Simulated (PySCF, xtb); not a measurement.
WOCl3, SMILES [O]=[W]([Cl])([Cl])[Cl] (connectivity only; charge and spin as stated), neutral, multiplicity 2.

Harmonic wavenumbers (cm⁻¹) from xtb 6.7.1 with GFN2-xTB at its own minimum, in rising order: 74, 81, 108, 126, 168, 316, 332, 360, 883.

Question: What does PySCF 2.14.0 with B3LYP-D3(BJ)/def2-SVP give at its own minimum? (An estimate is asked for; the answer gives what the named calculation found.)

Answer: 58, 88, 121, 124, 219, 393, 394, 409, 1040. Paired by order, the mean absolute difference is 48 cm⁻¹ and the zero-point energies are 3.5 and 4.1 kcal/mol.
